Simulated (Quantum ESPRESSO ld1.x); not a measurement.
Results of a calculation; reference values are marked as such.
Problem. Species: Co3+. Configuration: [Ar] 3d4.5 4p1.5 (fractional occupations, a model configuration). Level of theory: scalar-relativistic Kohn-Sham, revPBE, spin-unpolarised, spherical densities, point nucleus (ld1.x of Quantum ESPRESSO 7.5). Some entries of the table are withheld. Estimate them.

orbital  occ.  eigenvalue (eV)  <1/r> (bohr^-1)
1s          2              (1)            27.03
2s          2         -956.465            5.815
2p          6         -827.049            5.704
3s          2         -155.692            1.873
3p          6              (2)              (3)
3d        4.5         -58.6405            1.470
4p        1.5         -28.9634           0.5588

Solution. 
(1) 1s eigenvalue (eV): -7649.20
(2) 3p eigenvalue (eV): -118.244
(3) 3p <1/r> (bohr^-1): 1.744
